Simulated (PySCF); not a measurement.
## Excitation energy of Fe by level of theory

Fe [Ar] 3d6 4s2 (5D) → Fe [Ar] 3d6 4s1 4p1 (high-spin determinant), as a difference of total energies. Computed with PySCF 2.14 in def2-TZVPPD (6s6p4d2f1g, 67 functions), with the non-relativistic Hamiltonian (point nucleus). Correlated levels: valence: [Ar] frozen. The calculations carry no spin-orbit coupling.

```csv
method,excitation energy (eV)
UHF,1.238
MP2 (valence),2.047
SCS-MP2 (valence),2.310
CCSD (valence),2.208
CCSD(T) (valence),2.263
```

Q: How much does correlation contribute at CCSD(T) (valence)?

A: 2.263 − (1.238) = 1.025 eV, measured against UHF.

A first-order spin-orbit estimate (lowest level to lowest level, LS coupling) adds 0.015 eV.

The determinant of the upper state mixes LS terms, which raises its energy above the lowest term, most at the Hartree-Fock and MP2 levels.
